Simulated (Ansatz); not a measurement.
Basis-set extrapolation for `OBOBF` (PBE0-D4/def2-TZVP geometry, frozen core, Ansatz 0.2.0). Multiplicity 1, RHF reference.

```csv
,def2-TZVPP,def2-QZVPP
HF,-300.630270,-300.644826
MP2 correlation,-0.909686,-0.985858
CCSD(T) correlation,-0.958726,not run
```

Energies in hartree. Use E(X) = E(∞) + A·exp(−7.88·√X) for Hartree–Fock and E(X) = E(∞) + B·X^(−2.97) for correlation, with X = 3 and 4, and add CCSD(T) minus MP2 of the smaller set to the MP2 limit.

**Question.** What is the CCSD(T) energy at the basis-set limit?

**Answer.** HF limit: -300.644826 + (-0.014556) × 0.13774 = -300.64683. MP2 limit: -0.985858 + (-0.076172) × 0.74074 = -1.04228. Higher-order term: -0.958726 − (-0.909686) = -0.04904. Total: -301.73815 hartree, 391.6 kJ/mol below CCSD(T)/def2-TZVPP.
